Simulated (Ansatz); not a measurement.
Ansatz (an electronic-structure program) input:

Ansatz 0.2 input:
```yaml
crystal:
  periodic: [false, false, false]
  atoms:
    - {symbol: I, position_ang: [2.35809821, -1.08879794, 0.45769637]}
    - {symbol: Si, position_ang: [-0.00000000, -0.00000000, 0.00000000]}
    - {symbol: I, position_ang: [-1.54003672, -1.73390852, -1.25596269]}
    - {symbol: I, position_ang: [-1.11866900, 0.67028309, 2.29235563]}
    - {symbol: I, position_ang: [0.30060750, 2.15242337, -1.49408931]}
basis:
  gaussian:
    orbitals: def2-TZVPD
hamiltonian:
  xc: {name: B2PLYP}
total_charge: -1
magnetization: {spin_polarized: true, initial_magnetization: 1}
correlation: {electrons: outside_noble_gas}
```

Predict the final energy.

-1479.35323 Eh (B2PLYP/def2-TZVPD). The basis has 279 functions.
